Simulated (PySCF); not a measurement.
Constitutional and geometric isomers with formula C2H4Si. Gas-phase values, no solvent. One relaxed conformer stands for each flexible species; it need not be the lowest. Strings in code marks are SMILES.

Calculation: PySCF 2.14.0 with B3LYP-D3(BJ)/def2-TZVP. All candidates: neutral, multiplicity 1. B3LYP has the VWN-RPA correlation part, as in Gaussian. 

| Item | Value |
|---|---|
| HOMO–LUMO gap | 7.78 eV |
| HOMO | -8.08 eV |
| LUMO | -0.29 eV |

Problem. Identify which member has these values.
(A) `C1C[Si]1`
(B) `C=C[SiH]` (C–C–Si–H torsion 179°)
(C) `C#C[SiH3]`
(D) `C1=C[SiH2]1`

Solution. C, `C#C[SiH3]`. The others give `C1C[Si]1`: 3.71 eV, -6.34 eV, -2.63 eV; `C1=C[SiH2]1`: 6.80 eV, -7.26 eV, -0.46 eV; `C=C[SiH]` (C–C–Si–H torsion 179°): 3.27 eV, -6.19 eV, -2.91 eV
